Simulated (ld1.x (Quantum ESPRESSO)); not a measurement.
# Configuration tests for In (TM)

```
Element                 : In (Z = 49)
Generator               : ld1.x (Quantum ESPRESSO) 7.5
Type                    : norm-conserving Troullier–Martins (Kleinman–Bylander form)
Functional              : Wu–Cohen
Relativity              : scalar-relativistic
Frozen core             : [Kr] 4d10
Valence charge          : 3
Reference configuration : 5s1 5p0 (charge +2)
Partial waves           : 5s (bound): rc 1.55 bohr; 5p (bound, empty): rc 1.95 bohr
Local potential         : all-electron potential smoothed inside 1.65 bohr (lloc = -1)
Core correction         : a·sin(br)/r model core, default radius (core density twice the valence density)
```

Energies are relative to the spin-unpolarised reference configuration 5s1 5p0; without spin polarisation the order of configurations can differ from experiment.

Problem. Give the all-electron excitation energy and the error of the potential for: 5s2 5p1; 5s2 5p0; 5s2 5p0.5; 5s1 5p2; 5s2 5p1.3; 5s0 5p3; 5s1 5p1.

Solution.

```csv
valence configuration,charge,ΔE all-electron (eV),error AE − PS (meV)
5s2 5p1,0,-24.647,-245
5s2 5p0,+1,-19.297,-155
5s2 5p0.5,+0.5,-22.713,-213
5s1 5p2,0,-18.745,-100
5s2 5p1.3,-0.3,-25.172,-253
5s0 5p3,0,-12.594,-27
5s1 5p1,+1,-12.608,-51
```

Levels in the configuration 5s2 5p0.5:

| level | all-electron (eV) | pseudo (eV) |
| --- | --- | --- |
| 5s | -11.477 | -11.211 |
| 5p | -5.300 | -5.207 |

Note: ghost states, extra bound levels that the all-electron valence spectrum of the same l lacks: s at -47.5 eV, d at -16.0 eV. A true bound ghost makes a file unfit for plane-wave use.
